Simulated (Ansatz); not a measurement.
Total energies of cyclo-(H2SnCH2)4 (C4H16Sn4) from Ansatz at PBE-D4/def2-SVP, gas phase (1 Eh = 27.2114 eV = 2625.5 kJ/mol). The reference geometry is relaxed at PBE-D4/def2-SVP.

```
                 state                    geometry  energy (Eh)
      charge 0 singlet                   reference  -1018.79235
      charge 1 doublet                   reference  -1018.47669
      charge 1 doublet  relaxed at PBE-D4/def2-SVP  -1018.48638
free Sn atom (triplet)                           –   -214.24400
 free H atom (doublet)                           –     -0.49863
 free C atom (triplet)                           –    -37.75124
```

In the def2 sets Sn takes a core potential; there is no spin–orbit coupling.

Problem. Work out the vertical ionisation energy to the doublet.

Solution. E(charge 1 doublet) − E(charge 0 singlet) = -1018.47669 − (-1018.79235) = 0.31566 Eh = 8.59 eV. For comparison, −ε of the highest occupied level is 6.60 eV at this level, 1.99 eV less.

Problem. How much does the charge 1 doublet relax, and what is the adiabatic ionisation energy?

Solution. Relaxation: -1018.47669 − (-1018.48638) = 0.00969 Eh = 0.26 eV. Adiabatic ionisation energy: 0.30597 Eh = 8.33 eV, without zero-point energy. 

Problem. What is the binding energy per atom against free atoms?

Solution. Atoms: 4 × (-214.24400) + 16 × (-0.49863) + 4 × (-37.75124) = -1015.95904 Eh. Binding: -1015.95904 − (-1018.79235) = 2.83331 Eh = 77.10 eV, or 3.21 eV for each of 24 atoms (no zero-point energy, no counterpoise term).

At PBE-D4/def2-SVP the gap within one spin of the charge 1 doublet nearly closes, so an electron or hole may be smeared out by delocalisation error.
